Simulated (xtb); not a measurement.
H6B3N3, charge +1, doublet, at a GFN2-xTB geometry (a state made from the parent by changing its charge; the spin is typed, not shown lowest); GFN1-xTB (xtb).

Input for xtb:
```
$ xtb mol.xyz --gfn 1 --chrg 1 --uhf 1 --etemp 3000 --json

# file mol.xyz
12

B      0.98106325    -1.05992046    -0.04989976
N      1.37494395     0.29061409     0.18228070
B      0.39244819     1.28444706     0.30957374
N     -0.96506531     1.03622627     0.05511563
B     -1.40209965    -0.30055796    -0.17940997
N     -0.38755264    -1.27096670    -0.32061857
H      1.78919192    -1.90645476    -0.03050713
H      2.35520248     0.48796067     0.32713174
H      0.70048702     2.32894591     0.76549555
H     -1.66024944     1.76742990     0.10891670
H     -2.54768103    -0.52456909    -0.26618943
H     -0.65029188    -2.16427148    -0.72361180
```

Question: Predict the main parts of the log of this xtb run.

Answer: 
```
   ID    Z sym.   atoms
    1    5 B      1, 3, 5
    2    7 N      2, 4, 6
    3    1 H      7-12

           -------------------------------------------------
          |                Calculation Setup                |
           -------------------------------------------------

           -------------------------------------------------
          |                 G F N 1 - x T B                 |
           -------------------------------------------------

          ...................................................
          :                      SETUP                      :
          :.................................................:
          :  # basis functions                  36          :
          :  # atomic orbitals                  36          :
          :  # shells                           24          :
          :  # electrons                        29          :
          :  # halogen bonds                     0          :
          :  max. iterations                   250          :
          :  Hamiltonian                  GFN1-xTB          :
          :  restarted?                      false          :
          :  GBSA solvation                  false          :
          :  PC potential                    false          :
          :  electronic temp.         3000.0000000     K    :
          :  accuracy                    1.0000000          :
          :  -> integral cutoff          0.2500000E+02      :
          :  -> integral neglect         0.1000000E-07      :
          :  -> SCF convergence          0.1000000E-05 Eh   :
          :  -> wf. convergence          0.2000000E-04 e    :
          :  Broyden damping             0.4000000          :
          :  net charge                          1          :
          :  unpaired electrons                  1          :
          ...................................................

 iter      E             dE          RMSdq      gap      omega  full diag
   1    -16.8635203 -0.168635E+02  0.810E+00    6.23       0.0  T
   2    -16.9117963 -0.482760E-01  0.478E+00    5.76       1.0  T
   3    -16.9110138  0.782526E-03  0.945E-01    5.46       1.0  T
   4    -16.9128510 -0.183722E-02  0.362E-01    5.60       1.0  T
   5    -16.9143778 -0.152680E-02  0.704E-02    5.62       1.0  T
   6    -16.9144322 -0.543959E-04  0.245E-02    5.61       1.2  T
   7    -16.9144364 -0.424248E-05  0.103E-02    5.60       2.8  T
   8    -16.9144371 -0.662143E-06  0.359E-03    5.60       8.0  T
[...]
         :: total energy             -16.686890116803 Eh    ::
[...]
                  HL-Gap            0.2058816 Eh            5.6023 eV
             Fermi-level           -0.5756048 Eh          -15.6630 eV

  Mulliken/CM5 charges         n(s)   n(p)   n(d)
     1B     0.42115  0.30478   0.882  1.697  0.000
     2N    -0.35693 -0.57121   1.481  3.876  0.000
     3B     0.42614  0.31408   0.867  1.707  0.000
     4N    -0.35693 -0.57121   1.481  3.876  0.000
     5B     0.42115  0.30478   0.882  1.697  0.000
     6N    -0.35709 -0.56760   1.482  3.875  0.000
     7H     0.00479  0.12776   0.995  0.000  0.000
     8H     0.25839  0.46371   0.742  0.000  0.000
     9H     0.01969  0.14189   0.980  0.000  0.000
    10H     0.25839  0.46371   0.742  0.000  0.000
    11H     0.00479  0.12776   0.995  0.000  0.000
    12H     0.25646  0.46155   0.744  0.000  0.000

Wiberg/Mayer (AO) data.
largest (>0.10) Wiberg bond orders for each atom

 ---------------------------------------------------------------------------
     #   Z sym  total        # sym  WBO       # sym  WBO       # sym  WBO
 ---------------------------------------------------------------------------
     1   5 B    3.228 --     6 N    1.136     2 N    1.104     7 H    0.871
     2   7 N    3.234 --     3 B    1.149     1 B    1.104     8 H    0.899
     3   5 B    3.248 --     4 N    1.149     2 N    1.149     9 H    0.822
     4   7 N    3.234 --     3 B    1.149     5 B    1.104    10 H    0.899
     5   5 B    3.228 --     6 N    1.136     4 N    1.104    11 H    0.871
     6   7 N    3.258 --     5 B    1.136     1 B    1.136    12 H    0.899
     7   1 H    0.905 --     1 B    0.871
     8   1 H    0.936 --     2 N    0.899
     9   1 H    0.880 --     3 B    0.822
    10   1 H    0.936 --     4 N    0.899
    11   1 H    0.905 --     5 B    0.871
    12   1 H    0.937 --     6 N    0.899
 ---------------------------------------------------------------------------

Topologies differ in total number of bonds
Writing topology from bond orders to xtbtopo.mol

 dipole moment from electron density (au)
     X       Y       Z
   0.0199   0.0547  -0.0449  total (Debye):    0.187

           -------------------------------------------------
          | TOTAL ENERGY              -16.686890116803 Eh   |
          | GRADIENT NORM               0.038985790373 Eh/α |
          | HOMO-LUMO GAP               5.602322536848 eV   |
           -------------------------------------------------

normal termination of xtb
```
